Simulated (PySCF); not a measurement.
A structure optimised at PBE-D3(BJ)/def2-TZVPD, used in a PySCF frequency run:

```
Si
H 1 1.5440
H 1 1.5440 2 120.00
H 1 1.5440 2 120.00 3 180.00
H 1 1.6320 2 90.00 3 -90.00
H 1 1.6320 2 90.00 5 180.00
```
Charge -1, spin multiplicity 1.

Question: Write its SMILES, formula and point group.

Answer: [SiH5-], H5Si, D3h

Question: What are its rotational constants (standard atomic weights)?

Answer: 70.104, 56.315, 56.315 GHz
